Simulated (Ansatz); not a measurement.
LaCu₄, relaxed as a doublet with UKS r2SCAN-D4/def2-SVP in Ansatz, starting from the GFN1-xTB geometry. Force threshold 0.02 eV/Å.

In the def2 sets La takes a core potential; there is no spin–orbit coupling. Another isomer (doublet) lies 0.60 eV lower at PBE0-D4/def2-TZVP; other spin states weren't run for this one.

Start:

Cartesian coordinates in Å:
```
La -0.286 0.520 0.307
Cu 1.428 0.978 -1.345
Cu -0.077 1.076 2.576
Cu 0.637 -1.288 -1.059
Cu -1.702 -1.286 -0.479
```

| step | energy (eV) | largest force component (eV/Å) | SCF passes |
| --- | --- | --- | --- |
| 1 | -179394.7773 | 2.980 | 52 |
| 2 | -179396.1159 | 1.427 | 43 |
| 3 | -179396.5867 | 0.434 | 43 |
| 4 | -179396.7081 | 0.323 | 42 |
| 5 | -179396.7462 | 0.113 | 42 |
| 6 | -179396.7489 | 0.033 | 35 |
| 7 | -179396.7493 | 0.005 | 33 |

Force components are those of the run's own axes.

End:

```xyz
5

La   -0.6707    0.9843    0.1467
Cu    1.7283    0.7812   -1.2748
Cu    0.0347    1.0046    2.7717
Cu    0.4887   -1.1613   -1.2762
Cu   -1.5810   -1.6087   -0.3674
```

By distances, no bond broke or formed. The bond that changes most is La1–Cu4, from 2.45 to 2.82 Å (atoms count from 1).

No frequencies were taken in this run, so the end may be a saddle point.

It took 1.7 min on 4 threads of Arm Neoverse V1 on a shared host.
